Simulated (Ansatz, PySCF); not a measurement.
This singlet lies within 0.05 eV of the relaxed quintet at the level TPSSh-D3(BJ)/def2-TZVP // r2SCAN-D4/def2-SVP (PySCF).

Species: [Co(H2O)6]3+ (charge 3, multiplicity 1).

Problem. Give a relaxed geometry from r2SCAN-D4/def2-SVP (Ansatz, a first-principles code).

Solution. This is not unique; one that fits is the end point of this relaxation, one of several conformers.
Cartesian coordinates (Å) in one orientation:
```xyz
19

Co     0.060    -0.020    -0.004
O      1.199    -1.314    -0.858
H      2.087    -1.014    -1.157
H      0.885    -1.963    -1.525
O      1.548     1.196    -0.072
H      2.136     1.243     0.716
H      1.494     2.108    -0.434
O     -0.633     0.705    -1.645
H     -1.392     0.241    -2.064
H     -0.069     1.036    -2.378
O     -1.409    -1.260    -0.041
H     -2.225    -1.017     0.451
H     -1.306    -2.233     0.053
O      0.767    -0.643     1.672
H      1.362    -1.426     1.654
H      0.236    -0.716     2.496
O     -1.110     1.194     0.918
H     -1.607     1.849     0.378
H     -0.877     1.647     1.759
```
